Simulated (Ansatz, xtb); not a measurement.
# CH3BBr: where a starting geometry ends

The starting geometry of this gas-phase doublet was built from a drawn formula by distance geometry and a force field; its bonds are those of `[BH]CBr`.

```xyz
6

C     0.1818    0.0973    1.0209
B    -0.7882    1.0527    1.7965
Br    1.9682    0.9542    0.9258
H    -1.0173    2.1567    1.3758
H     0.2557   -0.8276    1.5579
H    -0.2171   -0.1046    0.0257
```

Q: Where would you expect an optimisation with r2SCAN-D4/def2-SVP to take it?

A: It keeps its bonds, and is `[BH]CBr`.

The energy falls by 0.21 eV over 12 steps:

| step | E − E(last) (eV) |
| --- | --- |
| 1 | 0.208 |
| 2 | 0.091 |
| 3 | 0.082 |
| 5 | 0.078 |
| 6 | 0.063 |
| 7 | 0.035 |
| 8 | 0.015 |
| 10 | 0.001 |
| 11 | 0.000 |
| 12 | 0.000 |

Final geometry (Å):

| atom | x (Å) | y (Å) | z (Å) |
| --- | --- | --- | --- |
| C | 0.1517 | 0.1293 | 0.9906 |
| B | -0.9366 | 1.0790 | 1.4566 |
| Br | 2.0087 | 0.9045 | 0.8146 |
| H | -1.0114 | 2.2359 | 1.7661 |
| H | 0.2561 | -0.7286 | 1.6756 |
| H | -0.0854 | -0.2914 | -0.0010 |

From the same start GFN2-xTB ends elsewhere, in pieces: CH3B + Br.

No frequencies were run, so the end isn't proven a minimum. Open shells are spin-unrestricted. Run with Ansatz 0.2.0, 89 s on 1 thread of Arm Neoverse V2, on a shared host.
